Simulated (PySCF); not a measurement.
BH₂O₂, SMILES O[B]O (connectivity only; charge and spin as stated), charge +1, multiplicity 1. Atoms are numbered in the order given.

```xyz
5

O      0.0750     1.2523    -0.0546
B      0.0000     0.0000     0.0224
O     -0.0750    -1.2523    -0.0546
H     -0.3773     1.9915     0.3811
H      0.3773    -1.9915     0.3811
```
Charge +1, spin multiplicity 1.

Geometry optimised at B3LYP-D3(BJ)/def2-TZVP. The spin state was assumed, not searched. The isomer is the one that the SMILES or the coordinates give; other isomers of the formula were not compared. Other conformers were not sampled.

The numbers are results of C-PCM-M06-2X/def2-SVP run with PySCF, not measurements.

The values are the electrostatic part of the solvation free energy, E(continuum) − E(gas) at the gas-phase geometry, in a cavity of scaled van der Waals radii (PySCF's table); cavitation and dispersion terms are not included. In vacuum the orbital gap is 14.56 eV.

| solvent | ε | ΔG(elec) (kcal/mol) | gap (eV) |
|---|---|---|---|
| water | 78.36 | … | … |
| acetone | 20.49 | -67.3 | 14.62 |
| 1-octanol | 9.86 | -63.5 | 14.61 |

Question: Some entries are withheld; supply them. (The exact figures need the calculation; the answer reports its results.)

Answer: 
- water, ΔG(elec) (kcal/mol): -69.8
- water, gap (eV): 14.62
